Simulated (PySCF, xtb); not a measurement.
CH6O3Si2, SMILES O=C([SiH2]O)[SiH2]O.

GFN2-xTB in xtb 6.7.1 at its own geometry gives an orbital gap of 1.89 eV and a dipole moment of 0.31 D.

Geometry optimised at ωB97X-D3(BJ)/def2-SVP. This is a generated structure with no PubChem entry under its InChIKey; it may be hypothetical. The values are those of a single conformer.

### Question
What does r2SCAN/def2-TZVP (PySCF) give? (Estimate from the structure and the level; the computed values follow.)

### Answer
gap 2.67 eV (levels -6.00 and -3.34 eV), dipole 0.99 D.
